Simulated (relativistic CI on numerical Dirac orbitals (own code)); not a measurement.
**Crystal-field levels of Mo+, 4d5**

Calculated by Dirac-Coulomb-Breit CI, separate exchange-only KLI orbitals for each configuration, a model potential for QED, valence Slater integrals scaled by 0.7, one configuration in a parametric crystal field (own radial code).

Field parameters in Wybourne normalisation: Oh B⁴₀ = 21Dq, B⁴₄ = √(5/14) B⁴₀. The field is a parameter set, without covalency.

S and J are read from ⟨S²⟩ = S(S + 1) and ⟨J²⟩ = J(J + 1) of each level; they are not fictitious spins.

Oh, 10Dq = 3450 cm⁻¹, the lowest 16 levels:

```csv
E (cm⁻¹),Degeneracy,Irrep,S,J
0.0,2,Γ7,2.50,2.50
0.0,4,Γ8,2.50,2.50
11633,2,Γ7,1.47,3.90
11742,4,Γ8,1.49,3.99
11823,4,Γ8,1.49,3.63
11925,2,Γ6,1.50,3.36
13251,2,Γ7,1.48,2.96
13386,4,Γ8,1.49,3.84
13588,2,Γ6,1.50,5.17
13610,4,Γ8,1.50,4.93
14049,4,Γ8,1.48,4.37
14075,2,Γ7,1.49,4.47
14120,2,Γ6,1.49,4.12
14123,4,Γ8,1.50,4.35
15908,2,Γ7,0.58,4.94
16317,4,Γ8,1.49,2.82
```

Principal g values of the ground doublet: 3.33, 3.33, 3.33.

Oh, 10Dq = 6200 cm⁻¹, the lowest 16 levels:

```csv
E (cm⁻¹),Degeneracy,Irrep,S,J
0.0,2,Γ7,2.49,2.50
0.2,4,Γ8,2.49,2.50
8870,2,Γ7,1.37,3.92
9143,4,Γ8,1.47,3.88
9294,4,Γ8,1.49,3.54
9411,2,Γ6,1.50,3.21
11031,2,Γ7,0.87,4.49
11427,4,Γ8,1.03,4.26
11943,2,Γ7,1.40,3.34
12026,2,Γ6,1.50,4.58
12044,4,Γ8,1.49,4.39
12253,4,Γ8,1.17,4.16
13959,4,Γ8,1.43,4.43
14032,2,Γ7,1.47,4.46
14091,2,Γ6,1.47,4.25
14119,4,Γ8,1.49,4.38
```

Principal g values of the ground doublet: 3.33, 3.33, 3.33.

Oh, 10Dq = 8950 cm⁻¹, the lowest 16 levels:

```csv
E (cm⁻¹),Degeneracy,Irrep,S,J
0.0,2,Γ7,2.49,2.51
1.0,4,Γ8,2.49,2.51
5117,2,Γ7,0.82,4.45
6019,4,Γ8,1.02,4.16
6680,4,Γ8,1.50,3.58
6811,2,Γ6,1.50,3.17
7125,4,Γ8,1.17,4.14
7144,2,Γ7,1.32,4.11
9781,2,Γ7,1.48,3.10
9807,2,Γ6,1.50,4.21
9822,4,Γ8,1.49,3.99
9847,4,Γ8,1.48,3.68
12921,4,Γ8,0.75,5.19
13186,2,Γ7,0.58,4.94
13445,2,Γ6,0.81,5.04
13673,2,Γ7,1.14,4.71
```

Principal g values of the ground doublet: 3.33, 3.33, 3.33.

Oh, 10Dq = 11700 cm⁻¹, the lowest 10 levels:

```csv
E (cm⁻¹),Degeneracy,Irrep,S,J
0.0,2,Γ7,2.14,3.13
76.5,4,Γ8,2.46,2.56
380,2,Γ7,1.24,4.23
1288,4,Γ8,0.60,4.41
4155,4,Γ8,1.51,3.59
4273,4,Γ8,1.50,3.73
4282,2,Γ6,1.50,3.15
4367,2,Γ7,1.50,3.84
7451,2,Γ6,1.50,4.03
7470,4,Γ8,1.50,3.89
```

Principal g values of the ground doublet: 3.07, 3.07, 3.07.

Oh, 10Dq = 14450 cm⁻¹, the lowest 10 levels:

| E (cm⁻¹) | Degeneracy | Irrep | S | J |
| --- | --- | --- | --- | --- |
| 0.0 | 2 | Γ7 | 0.53 | 4.65 |
| 965 | 4 | Γ8 | 0.52 | 4.41 |
| 4810 | 4 | Γ8 | 2.33 | 2.77 |
| 4832 | 2 | Γ7 | 2.34 | 2.75 |
| 6435 | 4 | Γ8 | 1.50 | 3.44 |
| 6540 | 2 | Γ6 | 1.50 | 3.14 |
| 6671 | 4 | Γ8 | 1.72 | 3.64 |
| 6749 | 2 | Γ7 | 1.70 | 3.63 |
| 9802 | 2 | Γ6 | 1.50 | 3.94 |
| 9821 | 4 | Γ8 | 1.50 | 3.81 |

Principal g values of the ground doublet: 2.33, 2.33, 2.33.

The free-ion ground term has S = 5/2. The field overcomes the spin-pairing energy for Oh, 10Dq = 14450 cm⁻¹, where the ground state has lower spin; these fields are assumed values.

Levels of this model without a field, named by their leading LS term (the scale mimics covalency, so terms lie below those of the real free ion): 6S_5/2 0, 4G_5/2 13987, 4G_7/2 14074, 4G_11/2 14124, 4G_9/2 14133, 4P_5/2 15909, 4P_3/2 16073, 4P_1/2 16296 cm⁻¹.
